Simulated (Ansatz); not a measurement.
Consider the cleavage of the Si–Ge bond: `O[SiH](Cl)[GeH3]` + `N[SiH](O)O` → `O[SiH](O)N[SiH](O)Cl` + GeH₄.

Calculated with Ansatz (gas phase, PBE0-D4/def2-TZVP geometries, no zero-point term in ΔE). CCSD(T)/CBS is the MP2 limit (def2-TZVPP, def2-QZVPP) plus CCSD(T) − MP2 in def2-TZVPP, frozen cores. This one scheme is used for every species. Functionals use def2-TZVPP. For Ge outer-core shells are correlated without core-valence functions, which leaves a few kJ/mol of doubt a bond. Scalar relativity is left out up to krypton. Each species was taken in one conformer, which may not be the lowest.

`O[SiH](Cl)[GeH3]`:

```xyz
9

O     0.191    1.219   -1.678
Si    0.749    0.649   -0.247
Cl    0.705    2.130    1.192
Ge   -0.549   -1.160    0.596
H    -0.717    1.525   -1.722
H     2.167    0.309   -0.491
H    -0.496   -2.363   -0.360
H    -2.015   -0.713    0.736
H    -0.033   -1.596    1.975
```

`N[SiH](O)O`:

Cartesian coordinates in Å:
```
N 0.275 -0.556 1.094
Si -0.442 -0.005 -0.362
O 0.513 -0.514 -1.593
O -0.633 1.617 -0.222
H -0.088 -0.240 1.979
H 0.597 -1.509 1.161
H -1.786 -0.502 -0.712
H 1.459 -0.404 -1.486
H 0.105 2.113 0.139
```

`O[SiH](O)N[SiH](O)Cl`:

Cartesian coordinates in Å:
```
O 0.400 -0.895 2.119
Si -0.049 0.413 1.239
O 1.386 1.047 0.735
N -0.977 0.088 -0.159
Si -0.439 -0.498 -1.686
O 1.181 -0.432 -1.732
Cl -1.339 0.671 -3.124
H -0.279 -1.455 2.495
H -0.830 1.353 2.076
H 2.132 0.902 1.322
H -1.918 0.456 -0.139
H -0.845 -1.879 -1.999
H 1.577 0.228 -1.147
```

GeH₄:

Cartesian coordinates in Å:
```
Ge 0.000 0.000 0.000
H 0.692 0.937 0.998
H 0.262 0.491 -1.429
H -1.510 -0.008 0.269
H 0.556 -1.421 0.162
```

CCSD(T)/CBS gives -78.7 kJ/mol.

Another level gave -58.9 kJ/mol. Which?
A. CCSD/def2-TZVPP
B. PBE/def2-TZVPP
C. B2PLYP/def2-TZVPP
D. PBE0-D4/def2-TZVPP

B. PBE -58.9, CCSD/def2-TZVPP -82.4, B2PLYP -78.3, PBE0-D4 -71.9 kJ/mol.

Largest T1 diagnostic among the species: 0.012.

From PBE to PBE0 (25 % exact exchange), in def2-TZVPP and without D4, ΔE moves by −8.0 kJ/mol. The D4 term adds −8.7 kJ/mol with B3LYP and −5.0 kJ/mol with PBE0; it sums over pairs of atoms, weighted by their polarisabilities, and B3LYP, whose exchange is more repulsive, gets the larger term.

B3LYP here is the variant with VWN-RPA as its local correlation; programs differ in this.
